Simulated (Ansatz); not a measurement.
An input meant for C₂H₈O₂Si⁻, that is Si(OH)2Me2 with one electron more (charge -1, doublet).

```yaml
crystal:
  periodic: [false, false, false]
  atoms:
    - {symbol: Si, position_ang: [0.287619, -0.000052, 0.204065]}
    - {symbol: O, position_ang: [0.262513, -0.078971, 1.890868]}
    - {symbol: H, position_ang: [0.646345, 0.701600, 2.327415]}
    - {symbol: O, position_ang: [1.871819, 0.078744, -0.375820]}
    - {symbol: H, position_ang: [2.410735, -0.701476, -0.156695]}
    - {symbol: C, position_ang: [-0.518482, 1.566199, -0.438179]}
    - {symbol: H, position_ang: [0.045064, 2.467108, -0.119518]}
    - {symbol: H, position_ang: [-1.558361, 1.659548, -0.065305]}
    - {symbol: H, position_ang: [-0.547498, 1.568512, -1.546960]}
    - {symbol: C, position_ang: [-0.584747, -1.566188, -0.345139]}
    - {symbol: H, position_ang: [-1.642135, -1.566522, -0.010213]}
    - {symbol: H, position_ang: [-0.100544, -2.466868, 0.085073]}
    - {symbol: H, position_ang: [-0.572328, -1.661634, -1.449592]}
basis:
  gaussian: {orbitals: cc-pVDZ, final_grid: {core_spheres: 1, valence_spheres: 1, degree: 3}}
total_charge: -1
magnetization: {spin_polarized: true, initial_magnetization: 1}
hamiltonian: {xc: {name: wB97M-V}}
scf: {lower_state_search: light}
```

```sh
$ ansatz run in.yaml --threads 2 --pin off --events-out ev --progress --plain --max-ram 32768MiB --backend cpu
```

Output, abridged:

```
Functional definition: wB97M-V
1047 factors; integrals over basis functions are off by at most 1.1e-3 eV
351 factors; integrals over basis functions are off by at most 4.9e-6 eV
mean field evaluation 1: about -14168.4971 eV, gradient 3.2e1 eV
mean field evaluation 2: about -14169.9950 eV, gradient 2.8e1 eV
mean field evaluation 4: about -14172.8087 eV, gradient 1.2e0 eV
mean field evaluation 8: about -14134.3672 eV, gradient 2.2e0 eV
mean field evaluation 16: about -14134.4595 eV, gradient 4.4e-2 eV
mean field evaluation 32: about -14133.9369 eV, gradient 5.7e0 eV
mean field -14134.45960169 eV, -519.4318096812 hartree, gradient 2.6e-5 eV, S^2 0.751786; 4 other end points of the search recorded, 0 dependent functions left out
reference -14134.45988578 eV, -519.4318201212 hartree; 26, 25 occupied and 88, 89 virtual orbitals, 1047 factors
Total energy: -14134.45988578 eV, -519.4318201212 hartree
```

(1) Something in this input is off. What?

Results:

(1) The integration grid is far too coarse. Self-consistency was reached. The result belongs to that input, not to the species as meant. The highest occupied level of an anion often lies above zero with these methods, and sets without diffuse functions describe the outer electron poorly.
